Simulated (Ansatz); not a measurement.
(1) Predict a relaxed structure of the cluster KPt3, charge 0, doublet, at r2SCAN-D4/def2-SVP (Ansatz).

Results:

(1) 
Cartesian coordinates in Å:
```
K 2.0494 0.1806 -0.4655
Pt -0.7018 1.3286 0.6128
Pt -0.3744 -1.1361 1.0964
Pt -0.9733 -0.3731 -1.2436
```
Point group C3v (tolerance 0.1 Å). This is one stationary point.

In the def2 sets Pt takes a core potential; there is no spin–orbit coupling. The charge 0 doublet is spin-contaminated (final ⟨S²⟩ up to 0.84, 0.75 for a pure state). The relaxation made no stability test and no search for a lower SCF solution. The structure comes from a short search, and lower isomers may exist.
